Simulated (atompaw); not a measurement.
tellurium: one change to a PAW (atompaw) potential, before and after

```json
{
  "Element": "tellurium (Te)",
  "Generator": "atompaw 4.2.0.5",
  "Type": "PAW",
  "Functional": "LDA (PW92)",
  "Relativity": "scalar-relativistic",
  "Frozen core": "[Ar] 3d10 4s2",
  "Valence charge": "22",
  "Reference configuration": "4p6 4d10 5s2 5p2.5 (charge +1.5)",
  "Partial waves": "5s (bound): rc 2.05 bohr; 5s channel at -0.95 Ry: rc 2.05 bohr; 4p (bound): rc 1.30 bohr; 5p (bound): rc 2.05 bohr; 4d (bound): rc 1.30 bohr; 4d channel at -3.15 Ry: rc 2.05 bohr",
  "Local potential": "bessel scheme, radius 1.85 bohr",
  "Core correction": "smooth core density matched at 1.25 bohr",
  "Augmentation charge": "sinc compensation charge, radius 1.50 bohr; PAW radius 2.05 bohr; waves and projectors: custom polynom gramschmidtortho"
}
```

All-electron outer shells of the reference configuration (LDA (PW92), scalar-relativistic, ld1.x):

```tsv
shell	level (eV)	outermost node (bohr)	outermost maximum (bohr)
4s	-178.14	0.38	0.70
4p	-128.33	0.38	0.74
4d	-55.78	0.36	0.81
5s	-28.30	0.91	1.75
5p	-18.14	1.00	2.06
```

Change: local potential ultrasoft scheme with l = 3 at 1 Ry, radius 1.85 bohr.

Cutoffs: the cutoffs (Ry, on a coarse ladder) from which the occupation-weighted sum of valence levels, in a spherical-Bessel basis at the reference potential, stays within 10 and 1 mRy of its value at 400 Ry; they do not see the model core or the augmentation charge, which bear on the density cutoff.

Problem. What does the change do?

Solution. The potential gets neither clearly harder nor softer (100 Ry and 160 Ry → 100 Ry and 160 Ry); a bound ghost appears in s, which as a rule spoils a file; the range in which the s phases agree widens (upper end 3.6 → at the end of the scan); the range in which the d phases agree narrows (upper end 0.4 → -0.9). A state that the projectors do not describe sees the local part alone, so a deeper or shallower local part can create or remove a ghost.

```tsv
quantity	base	changed
cutoff, loose	100 Ry	100 Ry
cutoff, tight	160 Ry	160 Ry
loose cutoff by channel (10 mRy a level)	s 10 Ry, p 45 Ry, d 50 Ry	s 6 Ry, p 45 Ry, d 50 Ry
bound ghosts	none	s
s: phases at 2.05 bohr within 0.05 rad from the reference energy up to (Ry; the scan ends near 5)	3.6	to the end of the scan
p: phases at 2.05 bohr within 0.05 rad from the reference energy up to (Ry; the scan ends near 5)	to the end of the scan	4.8
d: phases at 2.05 bohr within 0.05 rad from the reference energy up to (Ry; the scan ends near 5)	0.4	-0.9
lowest overlap eigenvalue by channel	s 0.21, p 0.55, d 0.21	s 0.06, p 0.52, d 0.14
```

 A true bound ghost makes a file unfit for plane-wave use even where its test errors are small: the radial tests pick states by their node count and pass the ghost by. The cutoffs see the waves, projectors and local potential, not the compensation charge or the core.
